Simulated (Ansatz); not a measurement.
```yaml
crystal:
  periodic: [false, false, false]
  atoms:
    - {symbol: C, position_ang: [0.093395, 0.693793, -0.893578]}
    - {symbol: C, position_ang: [0.105443, -0.539933, -0.046787]}
    - {symbol: B, position_ang: [-0.425889, -0.627587, 1.366888]}
    - {symbol: O, position_ang: [0.878758, -0.413511, 1.243549]}
    - {symbol: H, position_ang: [-0.627425, 0.567269, -1.706191]}
    - {symbol: H, position_ang: [-0.198591, 1.576336, -0.321333]}
    - {symbol: H, position_ang: [1.073319, 0.882638, -1.341593]}
    - {symbol: H, position_ang: [0.394429, -1.449333, -0.570803]}
    - {symbol: H, position_ang: [-1.205041, -0.735872, 2.252749]}
basis:
  gaussian: {orbitals: x2c-TZVPPall}
total_charge: -3
magnetization: {spin_polarized: true, initial_magnetization: 1}
hamiltonian: {xc: {name: BLYP}}
```

```sh
$ ansatz run in.yaml --threads 2 --pin off --events-out ev --progress --plain --max-ram 4352MiB
```

Shortened log:

```
Functional definition: BLYP
976 factors; their error is unknown
mean field evaluation 1: about -4766.9243 eV, gradient 1.3e2 eV
mean field evaluation 2: about -4537.1450 eV, gradient 2.8e2 eV
mean field evaluation 4: about -4857.6058 eV, gradient 2.2e1 eV
mean field evaluation 8: about -4862.0111 eV, gradient 4.2e0 eV
mean field evaluation 16: about -4862.2549 eV, gradient 6.6e-1 eV
mean field evaluation 32: about -4862.2669 eV, gradient 2.6e-5 eV
mean field -4862.31794788 eV, -178.6868887870 hartree, gradient 8.3e-6 eV, S^2 1.238940; 21 other end points of the search recorded, 0 dependent functions left out
reference -4862.31830891 eV, -178.6869020547 hartree; 17, 16 occupied and 177, 178 virtual orbitals, 976 factors
Total energy: -4862.31830891 eV, -178.6869020547 hartree
Relativity: scalar
```

In this input the charge is far from anything that the molecule holds. Self-consistency was reached. The result belongs to that input, not to the molecule as meant.
